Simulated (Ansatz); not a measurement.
Consider the formal hydrolysis of the Si–C bond: `C=C[Si](F)(F)F` + H₂O → `O[Si](F)(F)F` + `C=C`.

Isolated molecules relaxed with PBE0-D4/def2-TZVP in Ansatz; ΔE leaves out vibrations. CBS: MP2 limit from def2 TZ/QZ plus the TZ coupled-cluster correction, frozen cores. This one scheme is used for every species. Functionals use def2-TZVPP. One conformer a species, not always the lowest.

| level | ΔE (kJ/mol) |
| --- | --- |
| r2SCAN0-D4 | -104.3 |
| MP2/def2-SVP | -97.2 |

(1) What does CCSD(T)/CBS give? (An estimate is asked.)

Largest T1 diagnostic among the species: 0.012.

Results:

(1) Ansatz gave: -99.2 kJ/mol. The listed levels differ from it by -5.1, 2.0 kJ/mol.

In def2-TZVPP, CCSD(T) changes the Hartree–Fock value by +19.1 kJ/mol (the triples alone add +3.0 kJ/mol) and MP2 by +18.9 kJ/mol. Leaving LDA and LC-ωPBE aside and taking each functional with its dispersion term where it has one, the values, not all of them listed here, spread over 21.0 kJ/mol, from BHLYP-D4 to revPBE-D4.
